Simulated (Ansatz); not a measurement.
Correlation energies of C$_{2}$H$_{7}$BN$_{2}$ (`BCC(=N)N`) by basis set

```
atom   x (Å)   y (Å)   z (Å)
  B1  -1.736  -0.415   0.263
  C2  -0.671   0.692   0.057
  C3   0.718   0.292  -0.350
  N4   1.217   0.800  -1.405
  N5   1.347  -0.574   0.517
  H6  -2.897  -0.130   0.270
  H7  -1.429  -1.553   0.492
  H8  -0.628   1.136   1.073
  H9  -1.011   1.499  -0.593
 H10   2.156   0.446  -1.583
 H11   2.177  -1.030   0.178
 H12   0.757  -1.164   1.081
```

Total charge 0; spin multiplicity 1. All single points use the PBE0-D4/def2-TZVP geometry. It is one conformer, not always the lowest. Frozen core, restricted reference, Ansatz 0.2.0. CBS rows extrapolate triple and quadruple zeta; past MP2 they add the triple-zeta difference.

| basis | HF (Eh) | MP2 corr. | CCSD corr. | (T) | CCSD(T) total |
| --- | --- | --- | --- | --- | --- |
| def2-TZVPP | -213.45613 | -0.84529 | -0.88380 | -0.03754 | -214.37747 |
| def2-QZVPP | -213.46629 | -0.90223 | – | – | – |
| CBS(def2) | -213.46769 | -0.94441 | -0.98293 | as TZ | -214.48816 |
